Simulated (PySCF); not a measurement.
First SCF of a structure search on doublet HRuO, at a hand-made linear geometry. PySCF input:

```python
from pyscf import gto, scf, dft
mol = gto.M(atom='''
Ru     0.000000     0.000000     0.000000
O      0.000000     0.000000    -1.710000
H      0.000000     0.000000     1.570000''',
    basis={'Ru': 'def2-TZVP', 'O': 'def2-TZVP', 'H': 'def2-TZVP'},
    ecp={'Ru': 'def2-TZVP'},
    charge=0, spin=1)
mf = dft.UKS(mol, xc='PBE0')
mf.grids.atom_grid = (50, 194)
aux = {'Ru': 'def2-universal-JKFIT', 'O': 'def2-universal-JKFIT', 'H': 'def2-universal-JKFIT'}
mf = mf.density_fit(auxbasis=aux)
mf.conv_tol = 1e-08
mf.diis_space = 10
mf.max_cycle = 60
mf.init_guess = 'minao'
mf.verbose = 4
mf.kernel()
```

Excerpt of the output (cycles alone):

```
init E= -162.707463532183
cycle= 1 E= -170.18435034339  delta_E= -7.48  |g|= 0.875  |ddm|= 2.97
cycle= 2 E= -166.259667488018  delta_E= 3.92  |g|= 2.44  |ddm|= 3.39
cycle= 3 E= -170.12683117006  delta_E= -3.87  |g|= 0.993  |ddm|= 3.34
cycle= 4 E= -170.455065704719  delta_E= -0.328  |g|= 0.305  |ddm|= 0.506
cycle= 5 E= -170.501900415609  delta_E= -0.0468  |g|= 0.0549  |ddm|= 0.291
cycle= 6 E= -170.50313372321  delta_E= -0.00123  |g|= 0.0203  |ddm|= 0.044
cycle= 7 E= -170.503413150264  delta_E= -0.000279  |g|= 0.0113  |ddm|= 0.0287
cycle= 8 E= -170.503615250438  delta_E= -0.000202  |g|= 0.0063  |ddm|= 0.0298
cycle= 9 E= -170.50378582151  delta_E= -0.000171  |g|= 0.00474  |ddm|= 0.0243
cycle= 10 E= -170.503510979679  delta_E= 0.000275  |g|= 0.00365  |ddm|= 0.044
cycle= 11 E= -170.503244005043  delta_E= 0.000267  |g|= 0.00263  |ddm|= 0.0922
cycle= 12 E= -170.503249528732  delta_E= -5.52e-06  |g|= 0.00129  |ddm|= 0.00673
cycle= 13 E= -170.503257768609  delta_E= -8.24e-06  |g|= 0.00103  |ddm|= 0.00535
cycle= 14 E= -170.503266185977  delta_E= -8.42e-06  |g|= 0.000614  |ddm|= 0.00817
cycle= 15 E= -170.503268084189  delta_E= -1.9e-06  |g|= 0.000351  |ddm|= 0.00512
cycle= 16 E= -170.503268195865  delta_E= -1.12e-07  |g|= 0.000109  |ddm|= 0.000907
cycle= 17 E= -170.503268205079  delta_E= -9.21e-09  |g|= 3.3e-05  |ddm|= 0.00034
Extra cycle  E= -170.503268200553  delta_E= 4.53e-09  |g|= 0.000121  |ddm|= 6.8e-05
converged SCF energy = -170.503268200553  <S^2> = 0.75884789  2S+1 = 2.0088284
```

This is not the lowest solution: all starts ended here, but a stability analysis within the same unrestricted form found one 15.1 kJ/mol lower, at -170.50902 Eh.

Other spin states or occupations of the open shell can lie lower.

The search for the lowest solution, 3 starts and the stability check together, took 17 s on 2 threads of a shared Intel Xeon Platinum 8259CL @ 2.50GHz (Skylake/Cascade Lake) host, with 77 basis functions; the process peaked at 0.34 GiB.
